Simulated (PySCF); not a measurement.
C3H9BO2, SMILES COB(CO)C.

The structure is a stationary point at B3LYP-D3(BJ)/def2-SVP. This is a generated structure with no PubChem entry under its InChIKey; it may be hypothetical. Other conformers were not sampled.

Calculation: HF/def2-TZVP (PySCF).

Symmetry labels are those of the subgroup Cs that the program uses (full group Cs).

Computed valence orbital energies around the gap with their symmetry:
```
orbital  symmetry  energy (eV)
-------  --------  -----------
HOMO−7         A'       -15.53
HOMO−6         A'       -14.63
HOMO−5         A"       -14.50
HOMO−4         A'       -14.16
HOMO−3         A'       -13.19
HOMO−2         A"       -12.84
HOMO−1         A"       -11.81
HOMO           A'       -11.43
LUMO           A'         3.15
LUMO+1         A'         3.97
LUMO+2         A"         4.07
LUMO+3         A'         4.50
```
